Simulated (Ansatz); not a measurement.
These are frozen-core CCSD(T)/cc-pVTZ // B3LYP-D3(BJ)/def2-TZVP (Ansatz, a program for electronic structure) values and carry that method's errors.

Ansatz 0.2 input:
```yaml
crystal:
  periodic: [false, false, false]
  atoms:
    - { symbol: S, position_ang: [1.181468, -0.782491, -0.069538] }
    - { symbol: B, position_ang: [-0.46294, -0.072158, -0.006043] }
    - { symbol: Cl, position_ang: [-0.749297, 1.653784, 0.139349] }
    - { symbol: Cl, position_ang: [-1.826422, -1.173612, -0.096581] }
    - { symbol: H, position_ang: [1.857191, 0.374478, 0.032814] }
basis:
  gaussian: { orbitals: cc-pVTZ }
correlation:
  method: ccsd_t
```

Output:

```
Functional definition: HF
863 factors; integrals over basis functions are off by at most 8.1e-4 eV
mean field evaluation 1: about -36515.3740 eV, gradient 1.9e1 eV
mean field evaluation 2: about -36515.6254 eV, gradient 1.9e1 eV
mean field evaluation 4: about -36517.0104 eV, gradient 2.8e0 eV
mean field evaluation 8: about -36517.0545 eV, gradient 1.7e-1 eV
mean field evaluation 16: about -36516.4334 eV, gradient 9.5e0 eV
mean field -36517.05469923 eV, -1341.9770080481 hartree, gradient 1.6e-6 eV, S^2 0.000000; 0 other end points of the search recorded, 0 dependent functions left out
16 core orbitals not correlated
reference -36517.05469923 eV, -1341.9770080481 hartree; 12, 12 occupied and 118, 118 virtual orbitals, 863 factors
second order -17.66624503 eV of doubles, -0.00000000 eV of singles
cycle   1  -18.44574362 eV  change   -7.8e-1 eV  update   9.1e-2
cycle   2  -18.84806847 eV  change   -4.0e-1 eV  update   2.6e-2
cycle   3  -18.93499561 eV  change   -8.7e-2 eV  update   1.4e-2
cycle   4  -18.92578406 eV  change    9.2e-3 eV  update   3.9e-3
cycle   5  -18.92432241 eV  change    1.5e-3 eV  update   1.5e-3
cycle   6  -18.92416339 eV  change    1.6e-4 eV  update   4.3e-4
cycle   7  -18.92413583 eV  change    2.8e-5 eV  update   1.5e-4
cycle   8  -18.92419240 eV  change   -5.7e-5 eV  update   5.7e-5
cycle   9  -18.92419710 eV  change   -4.7e-6 eV  update   2.3e-5
perturbative correction -0.88219019 eV, -0.0324198915 hartree
Total energy: -36536.86108653 eV, -1342.7048793559 hartree
```

Cost: about 40 core-seconds (a rough figure).
